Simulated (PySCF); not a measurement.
```xyz
3
charge -1 multiplicity 1, angstrom
Sb    0.0000    0.0000   -0.2183
O     1.5224    0.0000    0.8251
O    -1.5224    0.0000    0.8251
```

Level of theory: PySCF, PBE0, basis Sb def2-TZVPD with ECP28, O def2-TZVPD (scalar-relativistic core potentials, no spin–orbit coupling, density fitting).

This geometry of SbO₂⁻ is a stationary point at this level.

Q: What is the point group?

A: C2v.

Q: Is it a minimum?

A: Yes: all harmonic wavenumbers are real.

Q: What are the dipole moment and the gap between the highest occupied and lowest empty levels?

A: 4.65 D about the centre of mass and 4.13 eV.

Q: Give the ideal-gas entropy at 298.15 K and 1 bar by parts.

A: translation 171.6, rotation 93.7, vibration 8.4, spin 0.0; total 273.6 J/(mol K).

Only a few start shapes were tried, so a lower isomer may exist. The lowest empty level of this anion is unbound, so it and the gap depend on the basis.
